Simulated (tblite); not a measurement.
C20H10S15Sn10 (silsesquioxane type) at step 8 of a GFN2-xTB optimisation (tblite, gas phase), coordinates in Å:

```
  1 Sn    3.7560    0.0000    2.1532
  2 Sn    1.1577    3.5826    2.1574
  3 Sn   -3.0390    2.2135    2.1587
  4 Sn   -3.0416   -2.2079    2.1565
  5 Sn    1.1619   -3.5827    2.1621
  6 Sn    3.7590   -0.0001   -2.1592
  7 Sn    1.1601    3.5634   -2.1551
  8 Sn   -3.0373    2.2147   -2.1612
  9 Sn   -3.0470   -2.2183   -2.1674
 10 Sn    1.1601   -3.5769   -2.1623
 11 S     2.8415    2.0680    2.9637
 12 S    -1.0852    3.3403    2.9611
 13 S    -3.5166    0.0008    2.9663
 14 S     2.8480   -2.0686    2.9656
 15 S    -1.0847   -3.3404    2.9630
 16 S     4.7925    0.0000    0.0023
 17 S     1.4815    4.5602    0.0021
 18 S     2.8464    2.0575   -2.9631
 19 S    -3.8763    2.8150   -0.0024
 20 S    -1.0884    3.3409   -2.9588
 21 S    -3.8780   -2.8126    0.0013
 22 S    -3.5140    0.0037   -2.9625
 23 S     1.4828   -4.5598    0.0016
 24 S     2.8456   -2.0634   -2.9654
 25 S    -1.0894   -3.3409   -2.9592
 26 C     5.4403    0.0037    3.2820
 27 C     6.4984   -0.0014    3.8427
 28 H     7.4198    0.0020    4.3472
 29 C     1.6789    5.1701    3.2824
 30 C     2.0121    6.1834    3.8336
 31 H     2.2937    7.0506    4.3487
 32 C    -4.4326    3.2206    3.3052
 33 C    -5.2220    3.7943    3.8189
 34 H    -6.0066    4.3634    4.3501
 35 C    -4.4054   -3.1991    3.2848
 36 C    -5.2549   -3.8183    3.8301
 37 H    -6.0034   -4.3610    4.3455
 38 C     1.6799   -5.1851    3.2910
 39 C     1.9990   -6.1640    3.8336
 40 H     2.2913   -7.0556    4.3447
 41 C     5.4412   -0.0051   -3.2818
 42 C     6.4991    0.0033   -3.8417
 43 H     7.4212   -0.0046   -4.3424
 44 C     1.6880    5.1953   -3.2974
 45 C     2.0037    6.1604   -3.8314
 46 H     2.2902    7.0674   -4.3522
 47 C    -4.3995    3.1979   -3.2789
 48 C    -5.2571    3.8204   -3.8403
 49 H    -6.0004    4.3616   -4.3450
 50 C    -4.4054   -3.2022   -3.2841
 51 C    -5.2467   -3.8116   -3.8381
 52 H    -5.9951   -4.3646   -4.3411
 53 C     1.6768   -5.1754   -3.2805
 54 C     2.0115   -6.1833   -3.8341
 55 H     2.2888   -7.0543   -4.3498
```

Spin-orbit coupling is left out, which matters for the heavier atoms here.

Task: What are the forces on the atoms (eV/Å)?

Result: 
```
  1 Sn   -1.06    0.01   -0.54
  2 Sn   -0.30   -1.24   -0.71
  3 Sn    0.41   -0.40   -0.32
  4 Sn    0.85    0.62   -0.58
  5 Sn   -0.29    1.07   -0.63
  6 Sn   -1.05   -0.06    0.71
  7 Sn   -0.15   -0.53    0.35
  8 Sn    0.86   -0.78    0.75
  9 Sn    0.97    0.85    0.83
 10 Sn   -0.32    1.14    0.78
 11 S     0.03    0.06    0.23
 12 S    -0.02    0.10    0.30
 13 S    -0.07    0.02    0.25
 14 S     0.03   -0.07    0.24
 15 S    -0.04   -0.07    0.27
 16 S     0.33    0.00   -0.07
 17 S     0.10    0.30   -0.07
 18 S     0.03    0.11   -0.29
 19 S    -0.26    0.19    0.02
 20 S     0.04    0.12   -0.31
 21 S    -0.27   -0.20   -0.06
 22 S    -0.07   -0.05   -0.25
 23 S     0.10   -0.29   -0.04
 24 S     0.03   -0.09   -0.27
 25 S     0.00   -0.11   -0.31
 26 C     0.53    0.00    0.32
 27 C     0.43    0.01    0.23
 28 H     0.15   -0.01    0.12
 29 C     0.32    0.98    0.60
 30 C     0.01    0.05    0.07
 31 H     0.09    0.25    0.16
 32 C     9.90   -7.18   -6.50
 33 C   -11.46    8.32    7.53
 34 H     1.01   -0.73   -0.65
 35 C     0.66    0.48   -0.39
 36 C    -1.64   -1.19    1.10
 37 H     0.07    0.05   -0.03
 38 C    -0.95    2.91   -1.58
 39 C     1.43   -4.38    2.45
 40 H    -0.12    0.35   -0.16
 41 C     0.55    0.01   -0.34
 42 C     0.47   -0.02   -0.25
 43 H     0.19    0.01   -0.15
 44 C    -1.72   -5.29    2.95
 45 C     2.16    6.70   -3.75
 46 H    -0.23   -0.76    0.40
 47 C    -0.66    0.49   -0.51
 48 C    -0.20    0.15   -0.14
 49 H    -0.16    0.12   -0.15
 50 C     1.09    0.79    0.65
 51 C    -2.24   -1.65   -1.48
 52 H     0.05    0.05   -0.01
 53 C     0.21   -0.64   -0.42
 54 C     0.11   -0.39   -0.26
 55 H     0.07   -0.18   -0.12
```
